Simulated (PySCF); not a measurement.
```xyz
8

B      1.9838    -0.2429    -0.1058
C      0.5265    -0.0648    -0.0950
C     -0.6830     0.0835    -0.0863
N     -1.9834     0.2428    -0.0769
H      2.6751     0.4450     0.5784
H      2.4790    -1.0757    -0.7989
H     -2.5809    -0.3290    -0.6483
H     -2.4170     0.9411     0.5017
```

Charge 0, multiplicity 1.

Problem. Give the Mulliken and meta-Löwdin atomic charges from PBE-D3(BJ)/def2-TZVP // CAM-B3LYP-D3(BJ)/def2-TZVP (PySCF).

Solution. 
```json
[
 {"atom": "B1", "Mulliken (e)": "-0.17", "meta-Löwdin (e)": "-0.15"},
 {"atom": "C2", "Mulliken (e)": "-0.18", "meta-Löwdin (e)": "-0.14"},
 {"atom": "C3", "Mulliken (e)": "0.19", "meta-Löwdin (e)": "0.05"},
 {"atom": "N4", "Mulliken (e)": "-0.37", "meta-Löwdin (e)": "-0.35"},
 {"atom": "H5", "Mulliken (e)": "0.01", "meta-Löwdin (e)": "0.03"},
 {"atom": "H6", "Mulliken (e)": "0.01", "meta-Löwdin (e)": "0.03"},
 {"atom": "H7", "Mulliken (e)": "0.26", "meta-Löwdin (e)": "0.27"},
 {"atom": "H8", "Mulliken (e)": "0.26", "meta-Löwdin (e)": "0.27"}
]
```
